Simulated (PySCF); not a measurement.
Computed with PBE-D3(BJ)/def2-TZVP // B3LYP-D3(BJ)/def2-SVP run with PySCF. All species are isolated molecules in the gas phase. One relaxed conformer stands for a flexible species; it need not be the lowest. Excitations are Tamm–Dancoff values on a coarser integration grid. The basis has no diffuse functions, so Rydberg states are missing or too high.

Reference species (SMILES): `CO[Si](OC)(OC)OC` (neutral, multiplicity 1).

```
Item                      Value
----------------------  -------
S1 oscillator strength    0.001
HOMO–LUMO gap           6.61 eV
S1–T1 gap (TDA)         0.15 eV
T1 excitation (TDA)     6.52 eV
```

Changed species: `CC[Si](CC)(CC)CC` (4 of 4 OCH3 replaced by C2H5; the reference has 0 of 4 OCH3 replaced by C2H5).

Problem. Give the shifts of the S1 oscillator strength, HOMO–LUMO gap, S1–T1 gap (TDA) and T1 excitation (TDA).

Solution. the S1 oscillator strength is nearly the same; the HOMO–LUMO gap decreases by 0.13 eV, to 6.48 eV; the S1–T1 gap (TDA) decreases by 0.03 eV, to 0.12 eV; the T1 excitation (TDA) drops by 0.12 eV, to 6.40 eV.
